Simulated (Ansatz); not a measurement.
Ideal-gas functions of CH3BS2, SMILES `S=CBS` at 298.15 K and 1 bar, from an Ansatz frequency run at PBE0-D4/def2-TZVP.

Molar mass 89.98 g/mol, point group C1 (symmetry number 1), electronic degeneracy 1, moments of inertia 34.079, 247.157, 268.039 u Å². Harmonic wavenumbers (cm⁻¹, unscaled): 33, 150, 275, 486, 682, 768, 796, 897, 934, 1076, 1155, 1302, 2638, 2710, 3069.

Use S(trans) = R[1.5 ln M + 2.5 ln T − 1.1517]; rotational temperatures θ = 24.2544 K / I; S(rot) = R[ln(√π/σ · √(T³/θAθBθC)) + 1.5]; for each mode x = 1.438777 ν̃/T, S = R[x/(eˣ − 1) − ln(1 − e⁻ˣ)] and H = RT x/(eˣ − 1); 1 cm⁻¹ = 0.0119627 kJ/mol; R = 8.31446 J/(mol·K).

Question: By hand: the entropy, in J/(mol·K).

Answer: Translation 165.0. Rotation: θ = 0.7117, 0.0981, 0.0905 K, giving 109.3. Vibration, mode by mode: 23.60, 11.18, 6.55, 2.90, 1.37, 0.98, 0.88, 0.59, 0.51, 0.29, 0.21, 0.11, 0.00, 0.00, 0.00, in all 49.2. Electronic 0.0. Sum 323.5 J/(mol·K).

Question: By hand: H − E and G − E in kJ/mol, counted from the electronic energy.

Answer: Zero-point energy ½ × 16971 × 0.0119627 = 101.5; thermal vibration 7.0; translation, rotation and pV give 4 RT = 9.9. H − E = 118.4 kJ/mol, and G − E = 118.4 − 298.15 × 323.5/1000 = 21.9 kJ/mol.

Vibration gives 15 % of the entropy, 23.6 J/(mol·K) of it from the mode under 150 cm⁻¹: soft modes count most, and the harmonic formula is weakest for them. The sum counts one conformer and one mirror image; others add a mixing term.
